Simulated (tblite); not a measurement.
Species: C4H6F4Si.
Cartesian coordinates in Å at the GFN2-xTB level; atoms count from 1:
```xyz
15
C4H6F4Si angstrom
F      1.738   -0.083   -1.799
C      2.215    0.220   -0.549
C      1.215   -0.260    0.496
F      1.742   -1.327    1.173
F      1.062    0.710    1.449
Si    -0.500   -0.729   -0.273
C     -1.681    0.731   -0.412
C     -1.975   -0.186    0.790
F     -3.148   -0.886    0.696
H      3.183   -0.275   -0.435
H      2.326    1.306   -0.495
H     -0.447   -1.908   -1.105
H     -2.445    0.710   -1.176
H     -1.383    1.742   -0.169
H     -1.907    0.241    1.786
```

Level: GFN2-xTB in tblite, geometry and Hessian alike; calculated harmonic values, unscaled, isolated species. Against measured fundamentals such values can be off by several per cent, at times by over 20. Modes of hydrogen on silicon can be 10 to 20 % off. One conformer, not necessarily the lowest.

Harmonic wavenumbers (cm⁻¹): 32.8, 38.7, 70.4, 96.9, 156.0, 228.0, 235.6, 342.2, 380.0, 397.3, 398.8, 455.7, 504.1, 598.0, 613.0, 665.2, 717.8, 737.4, 875.8, 884.6, 959.5, 1041.9, 1047.7, 1051.5, 1072.5, 1085.9, 1115.4, 1124.1, 1200.1, 1264.1, 1310.1, 1399.1, 1413.2, 2445.9, 2977.5, 2983.6, 3001.6, 3057.8, 3091.3.

A = 2216, B = 842.1, C = 746.8 MHz; mass 158.017 u (most abundant isotopes); point group C1, symmetry number 1.

Task: What is the zero-point energy?

Result: Half the sum of the wavenumbers: 20536 cm⁻¹ = 245.66 kJ/mol.

Task: What is S at 350 K and 1 bar for an ideal gas of classical rigid rotors and harmonic oscillators?

Result: Translation 175.33, rotation 126.78, vibration 161.80: S = 463.9 J/(mol K).

Task: And Cp and H(350 K) − H(0)?

Result: Cp = 180.64 J/(mol K), of which vibrations give 147.38 (their classical limit is 39 R = 324.3); H(350 K) − H(0) = 39.23 kJ/mol without the zero-point energy, 27.59 from vibrations.

Task: Blend soft modes into free rotors: weight 1/[1 + (100 cm⁻¹/ν̃)⁴] for the oscillator and the rest for a rotor with moment μB/(μ + B), μ = h/(8π²ν), B = 10⁻⁴⁴ kg m². What vibrational entropy results?

Result: 141.69 J/(mol K) in place of 161.80, which changes −T·S at 350 K by +7.04 kJ/mol.

Task: What must be added to the electronic energy to get the Gibbs energy at 350 K and 1 bar?

Result: ZPE + [H(350 K) − H(0)] − T·S = 245.66 + 39.23 − 162.37 = 122.52 kJ/mol.

Task: How do the functions run with temperature in this model?

Result: 
```json
{"T (K)": "100", "S (J/(mol K))": "310.0", "Cp (J/(mol K))": "82.4", "H − H(0) (kJ/mol)": "5.98", "G − H(0) (kJ/mol)": "-25.02", "ln q(vib)": "2.77"}
{"T (K)": "200", "S (J/(mol K))": "379.8", "Cp (J/(mol K))": "123.5", "H − H(0) (kJ/mol)": "16.28", "G − H(0) (kJ/mol)": "-59.68", "ln q(vib)": "5.79"}
{"T (K)": "300", "S (J/(mol K))": "437.5", "Cp (J/(mol K))": "162.9", "H − H(0) (kJ/mol)": "30.63", "G − H(0) (kJ/mol)": "-100.60", "ln q(vib)": "8.61"}
{"T (K)": "500", "S (J/(mol K))": "535.9", "Cp (J/(mol K))": "223.1", "H − H(0) (kJ/mol)": "69.71", "G − H(0) (kJ/mol)": "-198.26", "ln q(vib)": "13.93"}
{"T (K)": "800", "S (J/(mol K))": "652.9", "Cp (J/(mol K))": "272.7", "H − H(0) (kJ/mol)": "144.93", "G − H(0) (kJ/mol)": "-377.37", "ln q(vib)": "21.09"}
{"T (K)": "1000", "S (J/(mol K))": "716.0", "Cp (J/(mol K))": "292.4", "H − H(0) (kJ/mol)": "201.56", "G − H(0) (kJ/mol)": "-514.42", "ln q(vib)": "25.34"}
```

q(vib) and H(0) count from the zero-point level.

Task: Which modes carry the vibrational entropy at 350 K?

Result: 32.8 cm⁻¹: 24.98; 38.7 cm⁻¹: 23.61; 70.4 cm⁻¹: 18.65; 96.9 cm⁻¹: 16.02; 156.0 cm⁻¹: 12.15; 228.0 cm⁻¹: 9.15 J/(mol K); the other 33 give 57.24 together.

Hindered rotation and anharmonicity are outside this model. Other conformers, if any are populated, would add a mixing term that is left out. The structure is chiral; the term R ln 2 for an equal mix with its mirror image is left out.
